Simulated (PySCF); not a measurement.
Vertical excitations of a molecule C₄H₆Si from TDA-PBE0/def2-SVPD (PySCF), as energy in eV (oscillator strength): 4.62 (0.084), 5.61 (0.000), 5.96 (0.008), 6.30 (0.057), 6.36 (0.008), 6.37 (0.000), 7.20 (0.000), 7.23 (0.000), 7.34 (0.133), 7.47 (0.036). Lowest triplet (TDA): 2.53 eV. Coordinates come from a PBE-D3(BJ)/def2-SVP optimisation. One conformer was computed; it need not be the lowest.

Q: Pick the molecule that these values belong to.
(A) C#C[SiH2]C=C
(B) C#CC(=C)[SiH3]
(C) C1=C[SiH2]C=C1
(D) C#C/C=C/[SiH3]

A: C, C1=C[SiH2]C=C1
